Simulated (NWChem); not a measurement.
Everything below was run with NWChem. System: C2H5F3Si, charge 0, spin multiplicity 1, at a geometry optimised with PBE0/def2-SVP. The structure started from a generated list of species. Level: MP2/def2-SVP, 10 core orbitals frozen.

Input file:

```
start mol
memory heap 200 mb stack 800 mb global 1000 mb
geometry units angstroms nocenter noautoz noautosym
  C     -2.145650     0.348095    -0.276936
  C     -0.863813     0.533522     0.505921
  F     -0.848653    -0.330719     1.591493
  Si     0.681434     0.206446    -0.524304
  F      1.994577     0.326651     0.402876
  F      0.623875    -1.305227    -1.086909
  H     -3.017378     0.522083     0.371573
  H     -2.213703    -0.672623    -0.682054
  H     -2.197711     1.058734    -1.116828
  H     -0.813201     1.566774     0.900903
  H      0.830490     1.128729    -1.674389
end
basis spherical
  * library def2-svp
end
scf
  rhf
  nopen 0
  maxiter 100
  thresh 1e-7
  semidirect memsize 60000000 filesize 0
end
mp2
  freeze core 10
end
task mp2 energy
```

Part of the output:

```
             Northwest Computational Chemistry Package (NWChem) 7.3.0
             --------------------------------------------------------

                                NWChem Input Module
                                -------------------

 Scaling coordinates for geometry "geometry" by  1.889725989
 (inverse scale =  0.529177249)

                             Geometry "geometry" -> ""
                             -------------------------

 Output coordinates in angstroms (scale by  1.889725989 to convert to a.u.)

  No.       Tag          Charge          X              Y              Z
 ---- ---------------- ---------- -------------- -------------- --------------
    1 C                    6.0000    -2.14565000     0.34809500    -0.27693600
    2 C                    6.0000    -0.86381300     0.53352200     0.50592100
    3 F                    9.0000    -0.84865300    -0.33071900     1.59149300
    4 Si                  14.0000     0.68143400     0.20644600    -0.52430400
    5 F                    9.0000     1.99457700     0.32665100     0.40287600
    6 F                    9.0000     0.62387500    -1.30522700    -1.08690900
    7 H                    1.0000    -3.01737800     0.52208300     0.37157300
    8 H                    1.0000    -2.21370300    -0.67262300    -0.68205400
    9 H                    1.0000    -2.19771100     1.05873400    -1.11682800
   10 H                    1.0000    -0.81320100     1.56677400     0.90090300
   11 H                    1.0000     0.83049000     1.12872900    -1.67438900

 Effective nuclear repulsion energy (a.u.)     329.5728422210

            Nuclear Dipole moment (a.u.)
            ----------------------------
        X                 Y               Z
 ---------------- ---------------- ----------------
    -0.0000264562    -0.0000226767    -0.0000018897


 Summary of "ao basis" -> "" (spherical)
 ------------------------------------------------------------------------------
       Tag                 Description            Shells   Functions and Types
 ---------------- ------------------------------  ------  ---------------------
[...]
     1   1 0 0     -0.749923      0.000000     -0.000026
     1   0 1 0      1.030957      0.000000     -0.000023
     1   0 0 1     -0.664563      0.000000     -0.000002

     2   2 0 0    -31.332784      0.000000    373.450376
     2   1 1 0     -0.732211      0.000000    -24.875173
     2   1 0 1      0.076478      0.000000    -51.299004
     2   0 2 0    -30.727279      0.000000     92.431770
     2   0 1 1     -0.346854      0.000000     27.615037
     2   0 0 2    -32.863874      0.000000    164.979489

                   NWChem MP2 Semi-direct Energy/Gradient Module
                   ---------------------------------------------

  Basis functions       =    113
  Molecular orbitals    =    113
  Frozen core           =     10
  Frozen virtuals       =      0
  Active alpha occupied =     19
  Active beta occupied  =     19
  Active alpha virtual  =     84
  Active beta virtual   =     84
  Use MO symmetry       = F
  Use skeleton AO sym   = F

  AO/Fock/Back tols     =   1.0D-09  1.0D-09  1.0D-09

 GA uses MA = F    GA memory limited = T

 Available:
  local mem=  1.15D+08
 global mem=  1.31D+08
 local disk=  0.00D+00
  mp2_memr nvloc                    84
  nvloc new                    84
   1 passes of  19:        3145728                      66746                  32732245.
   1 passes of  19: M    114683663           G      131046462           F     111537935.

 Semi-direct pass number   1 of   1  for RHF alpha+beta  at        4.4s
  vrange nnbf                  6028
  mp2_eaftype                   124  avail_ma_in_mb                   999
 EAF : mp2_eaftype filesize         124   16366123.
  mp2_eaf for mointskh                    124
Node 0 wrote     77.0 Mb in      0.0 s     Agg I/O rate:  2155.2 Mb/s
 Done moints_semi at        8.3s
  mp2_eaftype                   124  avail_ma_in_mb                   875
 EAF : mp2_eaftype filesize         124   16366123.
  mp2_eaf for kh                   124
 Done maket at        8.6s
 Done multipass loop at        8.6s

          -------------------------------------------
          SCF energy                -665.623340341652
          Correlation energy          -0.927970064594
          Singlet pairs               -0.572035246204
          Triplet pairs               -0.355934818390
          Total MP2 energy          -666.551310406246
          -------------------------------------------

          ---------------------------------------------------
                    Spin Component Scaled (SCS) MP2
          Same spin pairs                     -0.237289878927
          Same spin scaling factor             0.333333333333
          Opposite spin pairs                 -0.690680185668
          Opposite spin scaling fact.          1.200000000000
          SCS-MP2 correlation energy          -0.907912849110
          Total SCS-MP2 energy              -666.531253190762
          ---------------------------------------------------

 -----------------------
 Performance information
 -----------------------

 Timer overhead =  1.92D-07 seconds/call

               Nr. of calls         CPU time (s)                 Wall time (s)                GFlops
             ---------------    -------------------     ------------------------------   -------------------
Name         Min   Avg   Max    Min     Avg     Max     Min     Avg     Max   Mx/calls   Min     Max     Sum
mp2: moin     1     1     1    3.9     3.9     3.9      3.9     3.9     3.9     3.9      0.0     0.0     0.0
mp2: make     1     1     1   0.39    0.39    0.39     0.39    0.39    0.39    0.39      0.0     0.0     0.0
mp2: tota     1     1     1    4.3     4.3     4.3      4.3     4.3     4.3     4.3      0.0     0.0     0.0

 The average no. of pstat calls per process was 3.00D+00
 with a timing overhead of 5.76D-07s

 Task  times  cpu:        8.6s     wall:        8.6s

 Total times  cpu:        8.6s     wall:        8.6s
```
